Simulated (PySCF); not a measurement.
GeH3, SMILES [GeH3] (connectivity only; charge and spin as stated), charge +1, multiplicity 1. Geometry: PBE0-D3(BJ)/def2-TZVPD. The spin state was assumed, not searched. The isomer is the one that the SMILES or the coordinates give; other isomers of the formula were not compared.

TDDFT-ωB97X/def2-TZVPD (PySCF) puts the lowest singlet excitations at 5.49, 5.49, 10.41, 10.41, 10.93, 11.90 eV.

Q: What are the lowest excitation roots from PySCF with ADC(2)/aug-cc-pVDZ? (Estimate from the structure and the level; the computed values follow.)

A: 5.91, 5.91, 10.93, 10.93, 12.50, 12.50 eV. S1 differs by 0.42 eV (second minus first; roots are paired by order, and the bases may differ).
